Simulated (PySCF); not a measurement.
UHF on Ti⁷⁺ (titanium, charge +7)

Configuration: [Ne] 3s2 3p3, high-spin 4S determinant. Computed with PySCF 2.14 in an uncontracted even-tempered set (19 s from 0.32 bohr⁻², ratio 2.5; 12 p from 0.42 bohr⁻², ratio 2.5; 5 d from 2.8 bohr⁻², ratio 2.7; 5 f from 4.2 bohr⁻², ratio 2.7), with the spin-free X2C one-electron Hamiltonian (Gaussian nucleus).

| Item | Value |
| --- | --- |
| Total energy | -836.489820 hartree |
| One-electron energy | -1070.0086 hartree |
| Hartree (Coulomb) energy | 271.3448 hartree |
| Exchange energy | -37.8260 hartree |
| ⟨S²⟩ | 3.7505 |
| ⟨L²⟩ | 0.000 |
| Sum of ⟨r⟩ | 7.169 bohr |
| Sum of ⟨r²⟩ | 5.849 bohr² |

```csv
shell,electrons,mean orbital energy (hartree),"rms radius, mean of both spins (bohr)"
1s α,1,-189.69584,0.0804
1s β,1,-189.58983,0.0804
2s α,1,-26.77308,0.349
2s β,1,-26.68846,0.349
2p α,3,-22.98086,0.318
2p β,3,-22.82120,0.318
3s α,1,-7.41381,0.982
3s β,1,-6.75821,0.982
3p α,3,-6.21521,1.01
```

Densities and radii are taken from the X2C orbitals without a picture-change correction, which distorts them close to the nucleus.

Spin-orbit constants ζ (cm⁻¹) from the X2C one-electron operator on these orbitals: bare nucleus, nucleus screened by l(l+1)(2l+1)/3 electrons, and screened by the Breit-Pauli mean field of the electrons.

| shell | bare | screened nucleus | mean field |
| --- | --- | --- | --- |
| 2p | 33720 | 30650 | 29280 |
| 3p | 4901 | 4455 | 4238 |
